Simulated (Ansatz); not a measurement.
Basis-set series for C₂H₉BSSi (`CCBS[SiH3]`). Charge 0, multiplicity 1. The geometry is a stationary point of PBE0-D4/def2-TZVP. It is one conformer, not always the lowest.

```csv
functional,basis,functions,energy (Eh),HOMO (eV),LUMO (eV)
PBE0-D4,def2-SVP,123,-793.52232,-7.90,-0.97
PBE0-D4,def2-TZVPP,303,-793.87482,-7.94,-1.12
ωB97M-V,def2-SVP,123,-793.78810,-10.01,1.04
ωB97M-V,def2-TZVPP,303,-794.14886,-10.08,0.80
```

Task: Give the rows for def2-QZVPP. (Estimate.)

Result: Computed: 
| functional | basis | functions | energy (Eh) | HOMO (eV) | LUMO (eV) |
| --- | --- | --- | --- | --- | --- |
| PBE0-D4 | def2-QZVPP | 581 | -793.90285 | -7.95 | -1.16 |
| ωB97M-V | def2-QZVPP | 581 | -794.17533 | -10.09 | 0.70 |

Positive LUMOs are unbound and depend on the basis.
